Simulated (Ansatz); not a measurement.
**Nudged elastic band run: BCl$_{2}$H$_{6}$NSi**

Input:

```yaml
crystal:
  periodic: [false, false, false]
  atoms:
    - { symbol: B, position_ang: [0.016863, -0.282475, 0.249038] }
    - { symbol: Cl, position_ang: [-0.11831, 1.075436, 1.517127] }
    - { symbol: H, position_ang: [1.164037, -0.550661, -0.026199] }
    - { symbol: Cl, position_ang: [-1.035549, -0.018189, -1.256749] }
    - { symbol: "N", position_ang: [-0.629474, -1.595404, 1.002079] }
    - { symbol: H, position_ang: [-0.81866, -2.306243, 0.279491] }
    - { symbol: Si, position_ang: [0.486685, -2.275464, 2.320485] }
    - { symbol: H, position_ang: [1.067069, -3.511454, 1.714728] }
    - { symbol: H, position_ang: [1.517406, -1.263125, 2.65221] }
    - { symbol: H, position_ang: [-0.384708, -2.611928, 3.486611] }
    - { symbol: H, position_ang: [-1.548158, -1.311091, 1.375779] }
basis:
  gaussian: { orbitals: "6-31G*" }
hamiltonian:
  xc: revpbe
  dispersion: d4
neb:
  order_check: false
  images: 9
  f_tol: 0.05
  max_iterations: 60
  final_atoms:
    - { symbol: B, position_ang: [0.27354216, -0.84709444, -0.24173232] }
    - { symbol: Cl, position_ang: [-1.65397602, 0.86599121, 2.56340464] }
    - { symbol: H, position_ang: [1.38567912, -0.41164813, -0.12614301] }
    - { symbol: Cl, position_ang: [-0.66053485, -0.44851035, -1.70144276] }
    - { symbol: "N", position_ang: [-0.31485903, -1.6445375, 0.77975617] }
    - { symbol: H, position_ang: [-1.24161029, -2.03291076, 0.57111494] }
    - { symbol: Si, position_ang: [0.58158134, -2.37890453, 2.14796676] }
    - { symbol: H, position_ang: [0.96881654, -3.78925222, 1.82022312] }
    - { symbol: H, position_ang: [1.79368462, -1.53697013, 2.36206642] }
    - { symbol: H, position_ang: [-0.30739204, -2.37967573, 3.35015257] }
    - { symbol: H, position_ang: [-1.10773055, -0.04708542, 1.78923346] }
  initial_path:
    images:
      - { positions_ang: [[0.016863, -0.282475, 0.249038], [-0.11831, 1.075436, 1.517127], [1.164037, -0.550661, -0.026199], [-1.035549, -0.018189, -1.256749], [-0.629474, -1.595404, 1.002079], [-0.81866, -2.306243, 0.279491], [0.486685, -2.275464, 2.320485], [1.067069, -3.511454, 1.714728], [1.517406, -1.263125, 2.65221], [-0.384708, -2.611928, 3.486611], [-1.548158, -1.311091, 1.375779]] }
      - { positions_ang: [[-0.00072886, -0.22509592, 0.20032281], [-0.13111495, 0.85815571, 1.65622302], [1.12782497, -0.41845779, -0.12824813], [-1.15346313, -0.04419504, -1.20642451], [-0.53631132, -1.62714145, 0.91618178], [-0.74927902, -2.34751673, 0.20345975], [0.44415649, -2.2566901, 2.31372047], [0.94463795, -3.53438382, 1.85131304], [1.51692969, -1.31184636, 2.65288821], [-0.46699086, -2.44064221, 3.42605319], [-1.27845995, -1.3027843, 1.42911037]] }
      - { positions_ang: [[-0.01832072, -0.16771685, 0.15160761], [-0.14391989, 0.64087541, 1.79531904], [1.09161294, -0.28625457, -0.23029726], [-1.27137726, -0.07020107, -1.15610002], [-0.44314864, -1.65887889, 0.83028456], [-0.67989803, -2.38879047, 0.1274285], [0.40162797, -2.23791619, 2.30695594], [0.8222069, -3.55731364, 1.98789807], [1.51645337, -1.36056772, 2.65356642], [-0.54927373, -2.26935641, 3.36549539], [-1.00876191, -1.2944776, 1.48244175]] }
      - { positions_ang: [[-0.03591259, -0.11033777, 0.10289242], [-0.15672484, 0.42359512, 1.93441505], [1.05540091, -0.15405136, -0.33234639], [-1.38929139, -0.09620711, -1.10577553], [-0.34998596, -1.69061634, 0.74438735], [-0.61051705, -2.4300642, 0.05139725], [0.35909946, -2.21914229, 2.30019141], [0.69977585, -3.58024346, 2.12448311], [1.51597706, -1.40928908, 2.65424463], [-0.63155659, -2.09807062, 3.30493758], [-0.73906386, -1.28617089, 1.53577312]] }
      - { positions_ang: [[-0.05350445, -0.0529587, 0.05417723], [-0.16952978, 0.20631482, 2.07351107], [1.01918888, -0.02184814, -0.43439552], [-1.50720552, -0.12221314, -1.05545104], [-0.25682329, -1.72235379, 0.65849013], [-0.54113607, -2.47133794, -0.024634], [0.31657095, -2.20036839, 2.29342688], [0.5773448, -3.60317328, 2.26106814], [1.51550075, -1.45801044, 2.65492284], [-0.71383946, -1.92678482, 3.24437977], [-0.46936581, -1.27786419, 1.58910449]] }
      - { positions_ang: [[-0.07109631, 0.00442038, 0.00546204], [-0.18233473, -0.01096547, 2.21260709], [0.98297685, 0.11035507, -0.53644466], [-1.62511965, -0.14821918, -1.00512654], [-0.16366061, -1.75409123, 0.57259291], [-0.47175509, -2.51261167, -0.10066525], [0.27404243, -2.18159448, 2.28666235], [0.45491375, -3.6261031, 2.39765318], [1.51502444, -1.50673179, 2.65560105], [-0.79612232, -1.75549903, 3.18382197], [-0.19966777, -1.26955749, 1.64243586]] }
      - { positions_ang: [[-0.00216862, -0.16588259, -0.04397683], [-0.47666299, 0.16442587, 2.2827666], [1.0635173, 0.00595443, -0.45438433], [-1.43220269, -0.20827741, -1.14438979], [-0.19390029, -1.73218049, 0.61402556], [-0.62572613, -2.41667149, 0.03369079], [0.33555021, -2.22105649, 2.25892324], [0.55769431, -3.65873292, 2.28216717], [1.57075647, -1.51277946, 2.59689412], [-0.69837626, -1.88033437, 3.21708809], [-0.38128032, -1.02506307, 1.67179538]] }
      - { positions_ang: [[0.06675908, -0.33618555, -0.09341571], [-0.77099125, 0.3398172, 2.35292611], [1.14405776, -0.09844621, -0.372324], [-1.23928573, -0.26833565, -1.28365303], [-0.22413998, -1.71026974, 0.65545822], [-0.77969717, -2.32073131, 0.16804682], [0.39705799, -2.2605185, 2.23118412], [0.66047487, -3.69136275, 2.16668116], [1.62648851, -1.51882713, 2.5381872], [-0.60063021, -2.00516971, 3.25035421], [-0.56289288, -0.78056866, 1.7011549]] }
      - { positions_ang: [[0.13568677, -0.50648851, -0.14285458], [-1.0653195, 0.51520854, 2.42308562], [1.22459821, -0.20284685, -0.29026367], [-1.04636877, -0.32839388, -1.42291627], [-0.25437966, -1.68835899, 0.69689087], [-0.93366821, -2.22479112, 0.30240286], [0.45856578, -2.29998051, 2.203445], [0.76325543, -3.72399257, 2.05119515], [1.68222055, -1.5248748, 2.47948027], [-0.50288415, -2.13000505, 3.28362033], [-0.74450544, -0.53607424, 1.73051442]] }
      - { positions_ang: [[0.20461447, -0.67679147, -0.19229345], [-1.35964776, 0.69059987, 2.49324513], [1.30513867, -0.30724749, -0.20820334], [-0.85345181, -0.38845212, -1.56217951], [-0.28461934, -1.66644825, 0.73832352], [-1.08763925, -2.12885094, 0.4367589], [0.52007356, -2.33944252, 2.17570588], [0.86603598, -3.75662239, 1.93570914], [1.73795258, -1.53092247, 2.42077334], [-0.40513809, -2.25484039, 3.31688645], [-0.92611799, -0.29157983, 1.75987394]] }
      - { positions_ang: [[0.27354216, -0.84709444, -0.24173232], [-1.65397602, 0.86599121, 2.56340464], [1.38567912, -0.41164813, -0.12614301], [-0.66053485, -0.44851035, -1.70144276], [-0.31485903, -1.6445375, 0.77975617], [-1.24161029, -2.03291076, 0.57111494], [0.58158134, -2.37890453, 2.14796676], [0.96881654, -3.78925222, 1.82022312], [1.79368462, -1.53697013, 2.36206642], [-0.30739204, -2.37967573, 3.35015257], [-1.10773055, -0.04708542, 1.78923346]] }
```

Launched with:

```bash
$ ansatz run input.yaml --threads 2 --pin off --max-ram 3072MiB --backend cpu --events-out ev --progress --plain --runs-dir out
```

Output, in part (warnings, iteration lines, the closing report on the highest movable image, with atoms numbered from 0):

```
NEB end point (image 0): max|allowed force component| = 4.681e-3 eV/Å (the criterion of neb.relax_end_points is 1.000e-2)
NEB end point (image 10): max|allowed force component| = 2.729e-2 eV/Å (the criterion of neb.relax_end_points is 1.000e-2)
NEB iter   1: max|band force component| = 1.099e1 eV/Å  barrier→ = 9.9774 eV  barrier← = 9.3475 eV  Δτ_max = 0.2000 Å  (300 SCF iters)
NEB iter   2: max|band force component| = 6.090e0 eV/Å  barrier→ = 6.0337 eV  barrier← = 5.4037 eV  Δτ_max = 0.2000 Å  (307 SCF iters)
NEB iter   3: max|band force component| = 3.303e0 eV/Å  barrier→ = 3.5541 eV  barrier← = 2.9242 eV  Δτ_max = 0.1999 Å  (280 SCF iters)
NEB iter   4: max|band force component| = 2.299e0 eV/Å  barrier→ = 2.4605 eV  barrier← = 1.8306 eV  Δτ_max = 0.1666 Å  (278 SCF iters)
NEB iter   5: max|band force component| = 1.451e0 eV/Å  barrier→ = 2.0120 eV  barrier← = 1.3821 eV  Δτ_max = 0.2000 Å  (262 SCF iters)
NEB iter   6: max|band force component| = 1.933e0 eV/Å  barrier→ = 1.6254 eV  barrier← = 0.9954 eV  Δτ_max = 0.0999 Å  (264 SCF iters)
NEB iter   7: max|band force component| = 1.082e0 eV/Å  barrier→ = 1.4722 eV  barrier← = 0.8423 eV  Δτ_max = 0.1018 Å  (261 SCF iters)
NEB iter   8: max|band force component| = 1.706e0 eV/Å  barrier→ = 1.4804 eV  barrier← = 0.8504 eV  Δτ_max = 0.1009 Å  (258 SCF iters)
NEB iter   9: max|band force component| = 1.203e0 eV/Å  barrier→ = 1.5062 eV  barrier← = 0.8762 eV  Δτ_max = 0.2000 Å  (258 SCF iters)
NEB iter  10: max|band force component| = 1.030e0 eV/Å  barrier→ = 1.4613 eV  barrier← = 0.8314 eV  Δτ_max = 0.1778 Å  (265 SCF iters)
NEB iter  11: max|band force component| = 6.086e-1 eV/Å  barrier→ = 1.3642 eV  barrier← = 0.7342 eV  Δτ_max = 0.2000 Å  (269 SCF iters)
NEB iter  12: max|band force component| = 6.940e-1 eV/Å  barrier→ = 1.1970 eV  barrier← = 0.5671 eV  Δτ_max = 0.0997 Å  (265 SCF iters)
NEB iter  13: max|band force component| = 5.559e-1 eV/Å  barrier→ = 1.1069 eV  barrier← = 0.4770 eV  Δτ_max = 0.0999 Å  (259 SCF iters)
NEB iter  14: max|band force component| = 8.274e-1 eV/Å  barrier→ = 1.1338 eV  barrier← = 0.5039 eV  CI = image 6  Δτ_max = 0.1001 Å  (259 SCF iters)
NEB iter  15: max|band force component| = 5.592e-1 eV/Å  barrier→ = 1.1945 eV  barrier← = 0.5646 eV  CI = image 6  Δτ_max = 0.2000 Å  (258 SCF iters)
NEB iter  16: max|band force component| = 7.266e-1 eV/Å  barrier→ = 1.2800 eV  barrier← = 0.6501 eV  CI = image 6  Δτ_max = 0.2000 Å  (248 SCF iters)
NEB iter  17: max|band force component| = 6.256e-1 eV/Å  barrier→ = 1.2668 eV  barrier← = 0.6368 eV  CI = image 6  Δτ_max = 0.1219 Å  (259 SCF iters)
NEB iter  18: max|band force component| = 2.263e-1 eV/Å  barrier→ = 1.2684 eV  barrier← = 0.6385 eV  CI = image 6  Δτ_max = 0.1673 Å  (258 SCF iters)
NEB iter  19: max|band force component| = 3.345e-1 eV/Å  barrier→ = 1.2650 eV  barrier← = 0.6351 eV  CI = image 6  Δτ_max = 0.0725 Å  (258 SCF iters)
NEB iter  20: max|band force component| = 8.663e-2 eV/Å  barrier→ = 1.2569 eV  barrier← = 0.6270 eV  CI = image 6  Δτ_max = 0.0315 Å  (266 SCF iters)
NEB iter  21: max|band force component| = 6.868e-2 eV/Å  barrier→ = 1.2557 eV  barrier← = 0.6258 eV  CI = image 6  Δτ_max = 0.0648 Å  (269 SCF iters)
NEB iter  22: max|band force component| = 1.014e-1 eV/Å  barrier→ = 1.2529 eV  barrier← = 0.6230 eV  CI = image 6  Δτ_max = 0.0324 Å  (263 SCF iters)
NEB iter  23: max|band force component| = 5.255e-2 eV/Å  barrier→ = 1.2513 eV  barrier← = 0.6213 eV  CI = image 6  Δτ_max = 0.0648 Å  (257 SCF iters)
NEB iter  24: max|band force component| = 4.253e-2 eV/Å  barrier→ = 1.2480 eV  barrier← = 0.6181 eV  CI = image 6  Δτ_max = 0.0648 Å  (256 SCF iters)
NEB iter  25: max|band force component| = 1.528e-1 eV/Å  barrier→ = 1.2452 eV  barrier← = 0.6152 eV  CI = image 6  Δτ_max = 0.1295 Å  (29 SCF iters)
NEB iter  26: max|band force component| = 8.842e-2 eV/Å  barrier→ = 1.2420 eV  barrier← = 0.6121 eV  CI = image 6  Δτ_max = 0.1298 Å  (251 SCF iters)
NEB iter  27: max|band force component| = 2.366e-1 eV/Å  barrier→ = 1.2408 eV  barrier← = 0.6108 eV  CI = image 6  Δτ_max = 0.0649 Å  (249 SCF iters)
NEB iter  28: max|band force component| = 5.354e-1 eV/Å  barrier→ = 1.2429 eV  barrier← = 0.6130 eV  CI = image 6  Δτ_max = 0.0327 Å  (255 SCF iters)
NEB iter  29: max|band force component| = 1.457e-1 eV/Å  barrier→ = 1.2400 eV  barrier← = 0.6101 eV  CI = image 6  Δτ_max = 0.0359 Å  (252 SCF iters)
NEB iter  30: max|band force component| = 4.319e-2 eV/Å  barrier→ = 1.2398 eV  barrier← = 0.6098 eV  CI = image 6  Δτ_max = 0.0000 Å  (474 SCF iters)
Total energy: -35181.18270480 eV, -1292.8846177392 hartree
Atom 0 at     0.052169    -0.673122     0.003142 Å, force    -0.001181     0.003806    -0.001174 eV/Å
Atom 1 at    -0.833819     1.246587     1.458422 Å, force     0.002103    -0.003440    -0.001636 eV/Å
Atom 2 at     1.200832    -0.352522     0.075088 Å, force     0.000834     0.000104     0.001494 eV/Å
Atom 3 at    -0.799622    -0.652341    -1.543018 Å, force    -0.000517    -0.000038    -0.000691 eV/Å
Atom 4 at    -0.557792    -1.482569     1.131217 Å, force     0.005568    -0.005079     0.008165 eV/Å
Atom 5 at    -1.438606    -1.945566     0.871996 Å, force     0.000815     0.000300     0.000124 eV/Å
Atom 6 at     0.540603    -2.441257     2.210504 Å, force    -0.003463     0.001051    -0.004984 eV/Å
Atom 7 at     1.307631    -3.440527     1.404198 Å, force    -0.000157     0.000127    -0.000769 eV/Å
Atom 8 at     1.453468    -1.459621     2.860098 Å, force    -0.000381     0.001146    -0.000578 eV/Å
Atom 9 at    -0.337936    -3.131711     3.203368 Å, force    -0.000929     0.001267     0.000467 eV/Å
Atom 10 at    -0.869726    -0.317950     1.639586 Å, force    -0.002690     0.000757    -0.000417 eV/Å
Dipole moment:     0.104860    -1.055596     0.240054 e Å
```

The run converged. The band force fell under the threshold earlier too, but the program's further tests of the path sent the band on. A vibrational analysis at the climbing image gives one clearly imaginary mode, 960i cm⁻¹: a first-order saddle point. The orbitals stay closed-shell, which can raise the energy where a bond breaks towards radicals; this wasn't checked here.

Final band (atoms are numbered from 1 in the order of the input):

```
image  path coordinate (Å)  energy (kcal/mol)  B1–Cl2 (Å)  N5–H11 (Å)  Cl2–H11 (Å)
    0                 0.00                0.0        1.86        1.03         2.79
    1                 0.54               -0.1        1.86        1.03         2.76
    2                 1.09               -0.1        1.86        1.03         2.70
    3                 1.63                0.5        1.86        1.03         2.62
    4                 2.18                1.8        1.88        1.03         2.43
    5                 2.72               12.7        2.08        1.07         1.94
    6                 3.27               28.6        2.57        1.31         1.58
    7                 3.94               17.5        3.13        1.88         1.33
    8                 4.60               15.1        3.59        2.05         1.31
    9                 5.27               14.6        3.79        2.05         1.31
   10                 5.94               14.5        3.81        2.05         1.32
```

Time of the run: 9.7 min on 2 threads of Arm Neoverse V1, on a shared host, peak memory 0.15 GiB.
